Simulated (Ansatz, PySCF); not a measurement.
System (SMILES): CC(F)(F)F.
Geometry (B3LYP-D3(BJ)/def2-TZVP, fixed):
```xyz
8

C     -1.4757    -0.0186     0.0562
C      0.0246     0.0003    -0.0009
F      0.5756    -0.1412     1.2237
F      0.5104    -0.9973    -0.7704
F      0.4930     1.1584    -0.5135
H     -1.8076    -0.9670     0.4743
H     -1.8219     0.7996     0.6848
H     -1.8753     0.0980    -0.9493
```

Near-linear dependence at PBE0/aug-cc-pVDZ with PySCF (spherical functions, density fitting): canonical orthogonalisation drops combinations whose overlap eigenvalue lies under the threshold. The set has 142 functions.

| threshold | orbitals kept | energy minus last row (mEh) | SCF cycles |
|---|---|---|---|
| 1e-3 | 137 | 1.020 | 9 |
| 1e-4 | 142 | 0.000 | 9 |
| 1e-5 | 142 | 0.000 | 9 |
| 1e-6 | 142 | 0.000 | 9 |
| 1e-7 | 142 | 0.000 | 9 |
| 1e-9 | 142 | 0.000 | 9 |

The smallest overlap eigenvalue is 1.5e-04. Ansatz (a quantum-chemistry and plane-wave program) at its default drops 0 functions.
